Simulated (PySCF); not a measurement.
**Computed data sheet: `CC(=O)[C@H](C)OC(C)C`**

Compound: C₇H₁₄O₂.
Geometry (GFN2-xTB, Å), atoms numbered from 1 in this order:
```
atom  x, y, z in Å
C1     2.4339   -0.5324   -1.1007
C2     2.1336    0.6418   -0.2220
O3     2.8855    1.5688   -0.0546
C4     0.7962    0.5817    0.5177
C5     1.0865    0.1513    1.9657
O6    -0.0834   -0.3146   -0.1260
C7    -1.4696   -0.0325    0.0181
C8    -2.2122   -1.3541   -0.1518
C9    -1.9325    0.9950   -1.0178
H10    1.6108   -0.6775   -1.7955
H11    2.4947   -1.4260   -0.4832
H12    3.3695   -0.3810   -1.6313
H13    0.3799    1.5992    0.5316
H14    1.4915   -0.8578    1.9746
H15    1.8055    0.8324    2.4121
H16    0.1714    0.1639    2.5536
H17   -1.6618    0.3622    1.0274
H18   -3.2828   -1.1982   -0.0541
H19   -1.8854   -2.0661    0.6012
H20   -1.9984   -1.7677   -1.1335
H21   -1.7901    0.5983   -2.0199
H22   -2.9849    1.2227   -0.8726
H23   -1.3627    1.9174   -0.9291
```

Among its groups: ketone and ether.

GFN2-xTB geometry:

| Quantity | Value |
| --- | --- |
| Point group of the GFN2-xTB geometry | C1 |
| Rotational constants A, B, C of the GFN2-xTB geometry | 2.623, 0.907, 0.872 GHz |

**PBE0/pcSseg-1 ground state and GIAO shieldings, non-relativistic (PySCF)**

| Property | Result |
| --- | --- |
| Dipole moment | 2.99 D |
| HOMO energy | -6.95 eV |
| LUMO energy | -0.31 eV |
| HOMO–LUMO gap | 6.64 eV |
| Lowest Hirshfeld atomic charge | -0.24 e on O3 |
| Highest Hirshfeld atomic charge | +0.17 e on C2 |
| 13C chemical shifts (computed TMS as zero) by class | 218.3 (C2), 83.4 (C4), 72.9 (C7), 27.3 (C1), 26.2 (C8), 22.7 (C9), 20.7 (C5) ppm |
| 1H chemical shifts (computed TMS as zero) by class | 3.65 (H13), 3.58 (H17), 2.33 (H10/H11/H12), 1.28 (H18/H19/H20), 1.23 (H14/H15/H16), 1.10 (H21/H22/H23) ppm |
| Isotropic shieldings of nuclei other than C and H, by class | -319 (O3), 255 (O6) ppm |
| Mayer bond orders between heavy atoms | C1–C2 1.01, C2–O3 2.03, C2–C4 0.94, C4–C5 1.02, C4–O6 0.88, O6–C7 0.86, C7–C8 1.05, C7–C9 1.04 |

Monoisotopic mass from the formula: 130.0994 u.

With B = h/(8π²I), that is 505.379 GHz u Å² over I, the principal moments of inertia are 192.7, 557.5 and 579.7 u Å² (most abundant isotopes). The rotational constants make it an asymmetric top with κ = (2B − A − C)/(A − C) = -0.96, nearer the prolate limit (−1). The dipole equals about 10.0 × 10⁻³⁰ C·m (1 D = 3.33564 × 10⁻³⁰ C·m).

Geometry: GFN2-xTB, one conformer, isolated molecule. NMR classes are plain means over equivalent atoms (diastereotopic ones count apart unless rotation or inversion swaps them), as if these changed places fast; in this geometry the members of some classes differ.
